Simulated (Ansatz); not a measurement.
Molecular dynamics of ClF4HW

input.yaml

```yaml
crystal:
  periodic: [false, false, false]
  atoms:
    - { symbol: W, position_ang: [0.114503, 0.109415, 0.0] }
    - { symbol: F, position_ang: [0.140916, 0.215086, 1.819127] }
    - { symbol: F, position_ang: [1.893543, -0.450807, 0.0] }
    - { symbol: Cl, position_ang: [-0.435738, 2.312302, 0.0] }
    - { symbol: H, position_ang: [-1.545634, -0.138308, 0.0] }
    - { symbol: F, position_ang: [-0.178507, -1.722773, 0.0] }
    - { symbol: F, position_ang: [0.140916, 0.215086, -1.819127] }
basis:
  gaussian: { orbitals: def2-SVP }
hamiltonian:
  xc: hf
md:
  timestep: 0.25
  n_steps: 166
  ensemble: nve
  temperature: 300.0
  initial_velocities: maxwell_boltzmann
  seed: 739765
```

Run as:

```bash
$ ansatz run input.yaml --threads 2 --pin off --max-ram 3072MiB --backend cpu --events-out ev --progress --plain --runs-dir out
```

It starts from a relaxed structure.

Output, in part (one step line in 2, the closing report, with atoms numbered from 0):

```
md step     0: t =     0.00 fs  T =   300.0 K  F+E_penalty+E_count = -25139.53981631 eV  E_kin = 0.193890 eV  conserved = -25139.34592631 eV  (50 SCF iters)
md step     2: t =     0.50 fs  T =   299.2 K  F+E_penalty+E_count = -25139.53930546 eV  E_kin = 0.193380 eV  conserved = -25139.34592523 eV  (45 SCF iters)
md step     4: t =     1.00 fs  T =   296.8 K  F+E_penalty+E_count = -25139.53777783 eV  E_kin = 0.191854 eV  conserved = -25139.34592371 eV  (44 SCF iters)
md step     6: t =     1.50 fs  T =   293.0 K  F+E_penalty+E_count = -25139.53531777 eV  E_kin = 0.189396 eV  conserved = -25139.34592196 eV  (44 SCF iters)
md step     8: t =     2.00 fs  T =   288.0 K  F+E_penalty+E_count = -25139.53202816 eV  E_kin = 0.186108 eV  conserved = -25139.34592009 eV  (45 SCF iters)
md step    10: t =     2.50 fs  T =   281.8 K  F+E_penalty+E_count = -25139.52802236 eV  E_kin = 0.182104 eV  conserved = -25139.34591819 eV  (45 SCF iters)
md step    12: t =     3.00 fs  T =   274.6 K  F+E_penalty+E_count = -25139.52341770 eV  E_kin = 0.177501 eV  conserved = -25139.34591635 eV  (45 SCF iters)
md step    14: t =     3.50 fs  T =   266.8 K  F+E_penalty+E_count = -25139.51833151 eV  E_kin = 0.172417 eV  conserved = -25139.34591455 eV  (44 SCF iters)
md step    16: t =     4.00 fs  T =   258.3 K  F+E_penalty+E_count = -25139.51287979 eV  E_kin = 0.166967 eV  conserved = -25139.34591278 eV  (45 SCF iters)
md step    18: t =     4.50 fs  T =   249.5 K  F+E_penalty+E_count = -25139.50717779 eV  E_kin = 0.161267 eV  conserved = -25139.34591103 eV  (45 SCF iters)
md step    20: t =     5.00 fs  T =   240.5 K  F+E_penalty+E_count = -25139.50134166 eV  E_kin = 0.155432 eV  conserved = -25139.34590925 eV  (44 SCF iters)
md step    22: t =     5.50 fs  T =   231.4 K  F+E_penalty+E_count = -25139.49549007 eV  E_kin = 0.149583 eV  conserved = -25139.34590742 eV  (68 SCF iters)
md step    24: t =     6.00 fs  T =   222.6 K  F+E_penalty+E_count = -25139.48974475 eV  E_kin = 0.143839 eV  conserved = -25139.34590563 eV  (45 SCF iters)
md step    26: t =     6.50 fs  T =   214.0 K  F+E_penalty+E_count = -25139.48422894 eV  E_kin = 0.138325 eV  conserved = -25139.34590380 eV  (46 SCF iters)
md step    28: t =     7.00 fs  T =   206.0 K  F+E_penalty+E_count = -25139.47906442 eV  E_kin = 0.133162 eV  conserved = -25139.34590206 eV  (46 SCF iters)
md step    30: t =     7.50 fs  T =   198.8 K  F+E_penalty+E_count = -25139.47436620 eV  E_kin = 0.128466 eV  conserved = -25139.34590047 eV  (46 SCF iters)
md step    32: t =     8.00 fs  T =   192.4 K  F+E_penalty+E_count = -25139.47023647 eV  E_kin = 0.124337 eV  conserved = -25139.34589923 eV  (46 SCF iters)
md step    34: t =     8.50 fs  T =   187.0 K  F+E_penalty+E_count = -25139.46675780 eV  E_kin = 0.120859 eV  conserved = -25139.34589837 eV  (46 SCF iters)
md step    36: t =     9.00 fs  T =   182.7 K  F+E_penalty+E_count = -25139.46398740 eV  E_kin = 0.118089 eV  conserved = -25139.34589797 eV  (46 SCF iters)
md step    38: t =     9.50 fs  T =   179.6 K  F+E_penalty+E_count = -25139.46195262 eV  E_kin = 0.116055 eV  conserved = -25139.34589807 eV  (47 SCF iters)
md step    40: t =    10.00 fs  T =   177.5 K  F+E_penalty+E_count = -25139.46064872 eV  E_kin = 0.114750 eV  conserved = -25139.34589867 eV  (46 SCF iters)
md step    42: t =    10.50 fs  T =   176.6 K  F+E_penalty+E_count = -25139.46003913 eV  E_kin = 0.114139 eV  conserved = -25139.34589970 eV  (46 SCF iters)
md step    44: t =    11.00 fs  T =   176.6 K  F+E_penalty+E_count = -25139.46005863 eV  E_kin = 0.114158 eV  conserved = -25139.34590105 eV  (47 SCF iters)
md step    46: t =    11.50 fs  T =   177.5 K  F+E_penalty+E_count = -25139.46061908 eV  E_kin = 0.114716 eV  conserved = -25139.34590268 eV  (47 SCF iters)
md step    48: t =    12.00 fs  T =   179.0 K  F+E_penalty+E_count = -25139.46161689 eV  E_kin = 0.115712 eV  conserved = -25139.34590440 eV  (46 SCF iters)
md step    50: t =    12.50 fs  T =   181.1 K  F+E_penalty+E_count = -25139.46294213 eV  E_kin = 0.117036 eV  conserved = -25139.34590617 eV  (47 SCF iters)
md step    52: t =    13.00 fs  T =   183.5 K  F+E_penalty+E_count = -25139.46448712 eV  E_kin = 0.118579 eV  conserved = -25139.34590769 eV  (70 SCF iters)
md step    54: t =    13.50 fs  T =   186.1 K  F+E_penalty+E_count = -25139.46615513 eV  E_kin = 0.120246 eV  conserved = -25139.34590895 eV  (46 SCF iters)
md step    56: t =    14.00 fs  T =   188.7 K  F+E_penalty+E_count = -25139.46786613 eV  E_kin = 0.121956 eV  conserved = -25139.34590989 eV  (46 SCF iters)
md step    58: t =    14.50 fs  T =   191.3 K  F+E_penalty+E_count = -25139.46956033 eV  E_kin = 0.123650 eV  conserved = -25139.34591051 eV  (46 SCF iters)
md step    60: t =    15.00 fs  T =   193.9 K  F+E_penalty+E_count = -25139.47119865 eV  E_kin = 0.125288 eV  conserved = -25139.34591087 eV  (46 SCF iters)
md step    62: t =    15.50 fs  T =   196.3 K  F+E_penalty+E_count = -25139.47276019 eV  E_kin = 0.126849 eV  conserved = -25139.34591099 eV  (46 SCF iters)
md step    64: t =    16.00 fs  T =   198.6 K  F+E_penalty+E_count = -25139.47423792 eV  E_kin = 0.128327 eV  conserved = -25139.34591099 eV  (46 SCF iters)
md step    66: t =    16.50 fs  T =   200.7 K  F+E_penalty+E_count = -25139.47563327 eV  E_kin = 0.129722 eV  conserved = -25139.34591093 eV  (46 SCF iters)
md step    68: t =    17.00 fs  T =   202.8 K  F+E_penalty+E_count = -25139.47695114 eV  E_kin = 0.131040 eV  conserved = -25139.34591088 eV  (46 SCF iters)
md step    70: t =    17.50 fs  T =   204.7 K  F+E_penalty+E_count = -25139.47819641 eV  E_kin = 0.132286 eV  conserved = -25139.34591079 eV  (46 SCF iters)
md step    72: t =    18.00 fs  T =   206.5 K  F+E_penalty+E_count = -25139.47937295 eV  E_kin = 0.133462 eV  conserved = -25139.34591076 eV  (47 SCF iters)
md step    74: t =    18.50 fs  T =   208.2 K  F+E_penalty+E_count = -25139.48048432 eV  E_kin = 0.134574 eV  conserved = -25139.34591069 eV  (46 SCF iters)
md step    76: t =    19.00 fs  T =   209.9 K  F+E_penalty+E_count = -25139.48153681 eV  E_kin = 0.135626 eV  conserved = -25139.34591052 eV  (45 SCF iters)
md step    78: t =    19.50 fs  T =   211.4 K  F+E_penalty+E_count = -25139.48254288 eV  E_kin = 0.136633 eV  conserved = -25139.34591020 eV  (44 SCF iters)
md step    80: t =    20.00 fs  T =   212.9 K  F+E_penalty+E_count = -25139.48352408 eV  E_kin = 0.137614 eV  conserved = -25139.34590965 eV  (44 SCF iters)
md step    82: t =    20.50 fs  T =   214.5 K  F+E_penalty+E_count = -25139.48451263 eV  E_kin = 0.138604 eV  conserved = -25139.34590900 eV  (44 SCF iters)
md step    84: t =    21.00 fs  T =   216.1 K  F+E_penalty+E_count = -25139.48555019 eV  E_kin = 0.139642 eV  conserved = -25139.34590832 eV  (44 SCF iters)
md step    86: t =    21.50 fs  T =   217.8 K  F+E_penalty+E_count = -25139.48668431 eV  E_kin = 0.140777 eV  conserved = -25139.34590757 eV  (44 SCF iters)
md step    88: t =    22.00 fs  T =   219.8 K  F+E_penalty+E_count = -25139.48796306 eV  E_kin = 0.142056 eV  conserved = -25139.34590692 eV  (45 SCF iters)
md step    90: t =    22.50 fs  T =   222.1 K  F+E_penalty+E_count = -25139.48942770 eV  E_kin = 0.143521 eV  conserved = -25139.34590649 eV  (45 SCF iters)
md step    92: t =    23.00 fs  T =   224.7 K  F+E_penalty+E_count = -25139.49110541 eV  E_kin = 0.145199 eV  conserved = -25139.34590639 eV  (44 SCF iters)
md step    94: t =    23.50 fs  T =   227.6 K  F+E_penalty+E_count = -25139.49300265 eV  E_kin = 0.147096 eV  conserved = -25139.34590670 eV  (45 SCF iters)
md step    96: t =    24.00 fs  T =   230.8 K  F+E_penalty+E_count = -25139.49513218 eV  E_kin = 0.149194 eV  conserved = -25139.34593858 eV  (45 SCF iters)
md step    98: t =    24.50 fs  T =   234.3 K  F+E_penalty+E_count = -25139.49738473 eV  E_kin = 0.151445 eV  conserved = -25139.34593975 eV  (44 SCF iters)
md step   100: t =    25.00 fs  T =   237.9 K  F+E_penalty+E_count = -25139.49971782 eV  E_kin = 0.153777 eV  conserved = -25139.34594128 eV  (44 SCF iters)
md step   102: t =    25.50 fs  T =   241.5 K  F+E_penalty+E_count = -25139.50203498 eV  E_kin = 0.156092 eV  conserved = -25139.34594307 eV  (45 SCF iters)
md step   104: t =    26.00 fs  T =   244.9 K  F+E_penalty+E_count = -25139.50422307 eV  E_kin = 0.158278 eV  conserved = -25139.34594499 eV  (45 SCF iters)
md step   106: t =    26.50 fs  T =   247.9 K  F+E_penalty+E_count = -25139.50616072 eV  E_kin = 0.160214 eV  conserved = -25139.34594703 eV  (45 SCF iters)
md step   108: t =    27.00 fs  T =   250.3 K  F+E_penalty+E_count = -25139.50772694 eV  E_kin = 0.161778 eV  conserved = -25139.34594874 eV  (45 SCF iters)
md step   110: t =    27.50 fs  T =   252.0 K  F+E_penalty+E_count = -25139.50881123 eV  E_kin = 0.162861 eV  conserved = -25139.34595025 eV  (44 SCF iters)
md step   112: t =    28.00 fs  T =   252.8 K  F+E_penalty+E_count = -25139.50932056 eV  E_kin = 0.163369 eV  conserved = -25139.34595132 eV  (44 SCF iters)
md step   114: t =    28.50 fs  T =   252.6 K  F+E_penalty+E_count = -25139.50922080 eV  E_kin = 0.163235 eV  conserved = -25139.34598618 eV  (45 SCF iters)
md step   116: t =    29.00 fs  T =   251.3 K  F+E_penalty+E_count = -25139.50840115 eV  E_kin = 0.162415 eV  conserved = -25139.34598642 eV  (44 SCF iters)
md step   118: t =    29.50 fs  T =   248.9 K  F+E_penalty+E_count = -25139.50688158 eV  E_kin = 0.160895 eV  conserved = -25139.34598621 eV  (44 SCF iters)
md step   120: t =    30.00 fs  T =   245.5 K  F+E_penalty+E_count = -25139.50467471 eV  E_kin = 0.158689 eV  conserved = -25139.34598560 eV  (44 SCF iters)
md step   122: t =    30.50 fs  T =   241.1 K  F+E_penalty+E_count = -25139.50181668 eV  E_kin = 0.155832 eV  conserved = -25139.34598473 eV  (46 SCF iters)
md step   124: t =    31.00 fs  T =   235.8 K  F+E_penalty+E_count = -25139.49836331 eV  E_kin = 0.152380 eV  conserved = -25139.34598360 eV  (45 SCF iters)
md step   126: t =    31.50 fs  T =   229.6 K  F+E_penalty+E_count = -25139.49438666 eV  E_kin = 0.148404 eV  conserved = -25139.34598230 eV  (45 SCF iters)
md step   128: t =    32.00 fs  T =   222.8 K  F+E_penalty+E_count = -25139.48997199 eV  E_kin = 0.143991 eV  conserved = -25139.34598080 eV  (45 SCF iters)
md step   130: t =    32.50 fs  T =   215.4 K  F+E_penalty+E_count = -25139.48521607 eV  E_kin = 0.139237 eV  conserved = -25139.34597914 eV  (45 SCF iters)
md step   132: t =    33.00 fs  T =   207.7 K  F+E_penalty+E_count = -25139.48022618 eV  E_kin = 0.134249 eV  conserved = -25139.34597734 eV  (44 SCF iters)
md step   134: t =    33.50 fs  T =   199.8 K  F+E_penalty+E_count = -25139.47511938 eV  E_kin = 0.129144 eV  conserved = -25139.34597539 eV  (45 SCF iters)
md step   136: t =    34.00 fs  T =   191.9 K  F+E_penalty+E_count = -25139.47002181 eV  E_kin = 0.124049 eV  conserved = -25139.34597329 eV  (44 SCF iters)
md step   138: t =    34.50 fs  T =   184.3 K  F+E_penalty+E_count = -25139.46506707 eV  E_kin = 0.119096 eV  conserved = -25139.34597115 eV  (45 SCF iters)
md step   140: t =    35.00 fs  T =   177.0 K  F+E_penalty+E_count = -25139.46039314 eV  E_kin = 0.114424 eV  conserved = -25139.34596904 eV  (45 SCF iters)
md step   142: t =    35.50 fs  T =   170.5 K  F+E_penalty+E_count = -25139.45613802 eV  E_kin = 0.110171 eV  conserved = -25139.34596698 eV  (45 SCF iters)
md step   144: t =    36.00 fs  T =   164.7 K  F+E_penalty+E_count = -25139.45243429 eV  E_kin = 0.106469 eV  conserved = -25139.34596510 eV  (45 SCF iters)
md step   146: t =    36.50 fs  T =   160.0 K  F+E_penalty+E_count = -25139.44940257 eV  E_kin = 0.103439 eV  conserved = -25139.34596351 eV  (45 SCF iters)
md step   148: t =    37.00 fs  T =   156.6 K  F+E_penalty+E_count = -25139.44714508 eV  E_kin = 0.101183 eV  conserved = -25139.34596230 eV  (45 SCF iters)
md step   150: t =    37.50 fs  T =   154.4 K  F+E_penalty+E_count = -25139.44573964 eV  E_kin = 0.099778 eV  conserved = -25139.34596147 eV  (45 SCF iters)
md step   152: t =    38.00 fs  T =   153.6 K  F+E_penalty+E_count = -25139.44523535 eV  E_kin = 0.099274 eV  conserved = -25139.34596122 eV  (45 SCF iters)
md step   154: t =    38.50 fs  T =   154.2 K  F+E_penalty+E_count = -25139.44564932 eV  E_kin = 0.099688 eV  conserved = -25139.34596147 eV  (44 SCF iters)
md step   156: t =    39.00 fs  T =   156.3 K  F+E_penalty+E_count = -25139.44696629 eV  E_kin = 0.101004 eV  conserved = -25139.34596218 eV  (44 SCF iters)
md step   158: t =    39.50 fs  T =   159.6 K  F+E_penalty+E_count = -25139.44914031 eV  E_kin = 0.103177 eV  conserved = -25139.34596334 eV  (45 SCF iters)
md step   160: t =    40.00 fs  T =   164.2 K  F+E_penalty+E_count = -25139.45209816 eV  E_kin = 0.106133 eV  conserved = -25139.34596480 eV  (45 SCF iters)
md step   162: t =    40.50 fs  T =   169.9 K  F+E_penalty+E_count = -25139.45574497 eV  E_kin = 0.109778 eV  conserved = -25139.34596658 eV  (45 SCF iters)
md step   164: t =    41.00 fs  T =   176.4 K  F+E_penalty+E_count = -25139.45997016 eV  E_kin = 0.114002 eV  conserved = -25139.34596845 eV  (44 SCF iters)
md step   166: t =    41.50 fs  T =   183.6 K  F+E_penalty+E_count = -25139.46465439 eV  E_kin = 0.118684 eV  conserved = -25139.34597035 eV  (68 SCF iters)
Total energy: -25139.46465439 eV, -923.8582859078 hartree
Atom 0 at     0.096317     0.098326    -0.004023 Å, force     1.528944     0.615028     0.658680 eV/Å
Atom 1 at     0.394123     0.297774     1.789849 Å, force    -0.625609     0.121104     0.323373 eV/Å
Atom 2 at     1.903011    -0.430778     0.181510 Å, force    -0.550889    -0.039042    -0.532405 eV/Å
Atom 3 at    -0.475820     2.297719     0.004680 Å, force    -0.036367     0.011827    -0.283285 eV/Å
Atom 4 at    -1.536133     0.010115     0.393091 Å, force     0.118374    -0.359925     0.200028 eV/Å
Atom 5 at    -0.266633    -1.682225    -0.146135 Å, force    -0.377107    -0.491780    -0.111419 eV/Å
Atom 6 at     0.216634     0.198455    -1.815886 Å, force    -0.057345     0.142787    -0.254973 eV/Å
Dipole moment:    -0.385703     0.273589    -0.107389 e Å
```

All steps were run. The conserved energy stayed within 0.0086 meV per atom of its start (net change -0.0063 meV per atom), so the integration is sound. A run of 0.042 ps of so small a system gives no equilibrium averages.

The same pairs are bonded in the first frame and the last. Pairs count as bonded within 1.25 times the sum of covalent radii (0.12 Å more for H–H).

Last frame:

```xyz
7
Properties=species:S:1:pos:R:3
W 0.096 0.098 -0.004
F 0.394 0.298 1.790
F 1.903 -0.431 0.181
Cl -0.476 2.298 0.005
H -1.536 0.010 0.393
F -0.267 -1.682 -0.146
F 0.217 0.199 -1.816
```

Time of the run: 3.4 min on 2 threads of Intel(R) Xeon(R) 6975P-C (Granite Rapids) (shared host), peak memory 0.26 GiB.
